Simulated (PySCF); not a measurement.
Ti, charge +1, quartet; DF-M062X/pcseg-1 (PySCF).

The PySCF input:
```python
from pyscf import gto, scf, dft

mol = gto.Mole()
mol.atom = '''
    Ti    0.000000    0.000000    0.000000
'''
mol.basis = 'pcseg-1'
mol.charge = 1
mol.spin = 3
mol.verbose = 4
mol.build()

mf = dft.UKS(mol)
mf.xc = 'm062x'
mf = mf.density_fit(auxbasis='def2-universal-jkfit')
mf.kernel()
mf.analyze()
```

Output, abridged:

```
PySCF version 2.14.0

[INPUT] verbose = 4
[INPUT] num. atoms = 1
[INPUT] num. electrons = 21
[INPUT] charge = 1
[INPUT] spin (= nelec alpha-beta = 2S) = 3
[INPUT] symmetry False subgroup None
[INPUT] Mole.unit = angstrom
[INPUT] Symbol           X                Y                Z      unit          X                Y                Z       unit  Magmom
[...]
nuclear repulsion = 0
number of shells = 4
number of NR pGTOs = 81
number of NR cGTOs = 31
basis = pcseg-1
ecp = {}

******** <class 'pyscf.df.df_jk.DFUKS'> ********
method = DFUKS
initial guess = minao
damping factor = 0
level_shift factor = 0
DIIS = <class 'pyscf.scf.diis.CDIIS'>
diis_start_cycle = 1
diis_space = 8
diis_damp = 0
SCF conv_tol = 1e-09
SCF conv_tol_grad = None
SCF max_cycles = 50
direct_scf = False
number electrons alpha = 12  beta = 9
XC library pyscf.dft.libxc version 7.1.2
    S. Lehtola, C. Steigemann, M. J. T. Oliveira, and M. A. L. Marques,  SoftwareX 7, 1–5 (2018)
XC functionals = m062x
    Y. Zhao and D. G. Truhlar,  Theor. Chem. Acc. 120, 215 (2008)
    Y. Zhao and D. G. Truhlar,  Theor. Chem. Acc. 120, 215 (2008)
radial grids:
    Treutler-Ahlrichs [JCP 102, 346 (1995); DOI:10.1063/1.469408] (M4) radial grids

becke partition: Becke, JCP 88, 2547 (1988); DOI:10.1063/1.454033
pruning grids: <function nwchem_prune>
grids dens level: 3
symmetrized grids: False
atomic radii adjust function: <function treutler_atomic_radii_adjust>
small_rho_cutoff = 0
Set gradient conv threshold to 3.16228e-05
tot grids = 20904
******** <class 'pyscf.df.df.DF'> ********
auxbasis = def2-universal-jkfit
init E= -848.870806690122

cycle= 1 E= -848.900885606864  delta_E= -0.0301  |g|= 0.202  |ddm|= 1.49
cycle= 2 E= -848.954560377678  delta_E= -0.0537  |g|= 0.0542  |ddm|=    1
cycle= 3 E= -848.956345153123  delta_E= -0.00178  |g|= 0.0108  |ddm|= 0.0701
cycle= 4 E= -848.956847069287  delta_E= -0.000502  |g|= 0.00847  |ddm|= 0.0493
cycle= 5 E= -848.957326080062  delta_E= -0.000479  |g|= 0.00869  |ddm|= 0.0374
cycle= 6 E= -848.955214171067  delta_E= 0.00211  |g|= 0.0078  |ddm|= 0.18
cycle= 7 E= -848.954469311365  delta_E= 0.000745  |g|= 0.00715  |ddm|= 0.0901
cycle= 8 E= -848.955295792149  delta_E= -0.000826  |g|= 0.0102  |ddm|= 0.109
cycle= 9 E= -848.954910257213  delta_E= 0.000386  |g|= 0.00585  |ddm|= 0.0746
cycle= 10 E= -848.95488262233  delta_E= 2.76e-05  |g|= 0.00297  |ddm|= 0.103
cycle= 11 E= -848.954975931197  delta_E= -9.33e-05  |g|= 0.00224  |ddm|= 0.076
[...]
cycle= 50 E= -848.954865377615  delta_E= 1.69e-06  |g|= 0.000189  |ddm|= 0.00853
SCF not converged.
SCF energy = -848.954865377615 after 50 cycles  <S^2> = 3.7503292  2S+1 = 4.0001646
**** SCF Summaries ****
Total Energy =                        -848.954865377614851
Nuclear Repulsion Energy =               0.000000000000000
One-electron Energy =                -1157.179015436818418
Two-electron Energy =                  308.224150059203623
Two-electron Coulomb Energy =          350.029802441525874
DFT Exchange-Correlation Energy =      -41.805652382322243
**** MO energy ****
                             alpha | beta                alpha | beta
[...]
To work with the spin densities directly, `use mulliken_meta_spin()` only printing them here.

 ** Mulliken spin pop alpha/beta on meta-lowdin orthogonal AOs **
 ** Mulliken Spin Density (per AO)  **
spin_pop of  0 Ti 1s        0.00000
spin_pop of  0 Ti 2s        0.00001
spin_pop of  0 Ti 3s        0.00030
spin_pop of  0 Ti 4s        0.96668
spin_pop of  0 Ti 5s        0.02928
spin_pop of  0 Ti 2px      -0.00000
spin_pop of  0 Ti 2py      -0.00000
spin_pop of  0 Ti 2pz      -0.00000
spin_pop of  0 Ti 3px       0.00005
spin_pop of  0 Ti 3py       0.00005
spin_pop of  0 Ti 3pz      -0.00007
spin_pop of  0 Ti 4px       0.00000
spin_pop of  0 Ti 4py       0.00000
spin_pop of  0 Ti 4pz      -0.00002
spin_pop of  0 Ti 3dxy      0.00093
spin_pop of  0 Ti 3dyz      0.99592
spin_pop of  0 Ti 3dz^2     0.00468
spin_pop of  0 Ti 3dxz      0.99591
spin_pop of  0 Ti 3dx2-y2    0.00009
spin_pop of  0 Ti 4dxy      0.00000
spin_pop of  0 Ti 4dyz      0.00301
spin_pop of  0 Ti 4dz^2     0.00019
spin_pop of  0 Ti 4dxz      0.00301
spin_pop of  0 Ti 4dx2-y2    0.00000
spin_pop of  0 Ti 4f-3      0.00000
spin_pop of  0 Ti 4f-2     -0.00000
spin_pop of  0 Ti 4f-1     -0.00005
spin_pop of  0 Ti 4f+0      0.00008
spin_pop of  0 Ti 4f+1     -0.00005
spin_pop of  0 Ti 4f+2     -0.00000
spin_pop of  0 Ti 4f+3      0.00000
 ** Mulliken Spin Density (per atom)  **
spin density of  0 Ti =      3.00000
 ** Mulliken pop alpha/beta on meta-lowdin orthogonal AOs **
 ** Mulliken pop       alpha | beta **
[...]
In total            12.00000 | 9.00000
 ** Mulliken atomic charges   ( Nelec_alpha | Nelec_beta ) **
charge of  0Ti =      1.00000  (    12.00000      9.00000 )

WARN: System has nonzero charge 1; the dipole moment is origin-dependent.
Location of origin: [0. 0. 0.]

Dipole moment(X, Y, Z, Debye): -0.00000,  0.00000,  0.00000
```

Convergence was not reached.
